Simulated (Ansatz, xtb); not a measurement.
Worked example: CH4S + SiH(NH2)2(SiH3) → SiH3(SH) + SiH(CH3)(NH2)2

Species: CH4S (methanethiol) `CS`, singlet; SiH(NH2)2(SiH3), singlet; SiH3(SH) (sulfanylsilane), singlet; SiH(CH3)(NH2)2, singlet. The partners trade CH3 for SiH3: S–CH3 and Si–SiH3 bonds give way to S–SiH3 and Si–CH3.

Shapes, held fixed at every level: PBE0-D4/def2-TZVP. Flexible molecules stand in one conformer, not always the lowest. Programs: Ansatz 0.2.0, xtb 6.7.1. The zero-point and thermal change to 298 K, harmonic and unscaled (PBE0-D4/def2-TZVP), is -1.5 kJ/mol.

At CCSD(T)/CBS estimate; 1 Eh = 2625.50 kJ/mol:

| species | energy (Eh) |
| --- | --- |
| CH4S | -438.228352 |
| SiH(NH2)2(SiH3) | -692.431449 |
| SiH3(SH) | -689.273356 |
| SiH(CH3)(NH2)2 | -441.433387 |

Question: Work out ΔH(298 K) of the reaction at this level.

Answer: 
1. Products less reactants: (-689.273356) + (-441.433387) − [(-438.228352) + (-692.431449)] = -0.046942 Eh = -123.2 kJ/mol.
2. With the thermal change: -123.2 + (-1.5) = -124.7 kJ/mol.

Other levels give -128.4 (wB97M-V/def2-TZVPP) to -112.4 kJ/mol (SPW92/def2-TZVPP). No measured value is set beside it here. The CBS estimate extrapolates MP2 from def2-TZVPP and def2-QZVPP and adds CCSD(T) − MP2 in the triple-zeta set, cores frozen.
